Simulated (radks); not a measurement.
The numbers below are computed, except where a source is named.
The titanium ion Ti+ inside a hard spherical wall (all orbitals vanish at R), configuration held at [Ar] 3d2 4s1 and not refilled when levels cross. Code: a radial shooting solver on a logarithmic mesh with Libxc functionals. Model: scalar-relativistic Kohn-Sham, LDA (Slater exchange, Perdew-Wang correlation), spin-polarised, spherical densities, finite nucleus; open shells are filled with parallel spins first; Fermi nuclear charge, rms radius 3.5921 fm. Eigenvalues in eV for spin up, with the zero of energy where the potential of the charges vanishes at infinity; a dash marks a level that is unbound or too diffuse for the functional's potential to be trusted. A positive occupied level is held by the wall or, in an anion where self-interaction has pushed it up, behind a barrier. The pressure on the wall is -dE/dV.

| R (bohr) | E (hartree) | kinetic (hartree) | e(3s) | e(3p) | e(3d) | e(4s) | e(4p, empty) | e(5s, empty) | pressure (GPa) |
|---|---|---|---|---|---|---|---|---|---|
| free | -851.49379 | 858.198 | -70.287 | -46.810 | -12.307 | -11.126 | -7.168 | -3.099 | 0 |
| 10 | -851.49374 | 858.199 | -70.283 | -46.807 | -12.303 | -11.122 | -7.152 | -2.290 | 0.00170 |
| 8 | -851.49283 | 858.209 | -70.233 | -46.757 | -12.258 | -11.071 | -7.008 | -0.398 | 0.0516 |
| 6 | -851.47783 | 858.311 | -69.781 | -46.313 | -11.846 | -10.473 | -5.874 | 6.622 | 1.40 |
| 5 | -851.43348 | 858.534 | -68.950 | -45.503 | -11.064 | -9.031 | -3.640 | 16.402 | 7.46 |
| 4 | -851.26455 | 859.219 | -66.963 | -43.580 | -9.030 | -4.339 | 2.730 | 38.957 | 45.9 |
| 3.5 | -851.03069 | 860.083 | -65.047 | -41.713 | -6.865 | 1.473 | 9.994 | 61.430 | 129 |
| 1.5 | -828.94510 | 927.018 | 10.817 | 38.865 | 79.891 | 289.08 | 299.45 | 722.64 | 63300 |
